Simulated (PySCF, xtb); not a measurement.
Ti(NH2)3(Me) (CH9N3Ti), SMILES [CH3][Ti]([NH2])([NH2])[NH2], multiplicity 1.

GFN2-xTB run with xtb at its own geometry gives an orbital gap of 2.82 eV and a dipole moment of 0.71 D.

Coordinates come from a PBE0-D3(BJ)/def2-SVP optimisation. The spin state was assumed, not searched. One conformer was computed; it need not be the lowest.

Task: What does PBE/def2-TZVP (PySCF) give? (Estimate from the structure and the level; the computed values follow.)

Result: gap 3.78 eV (levels -5.53 and -1.75 eV), dipole 1.24 D.
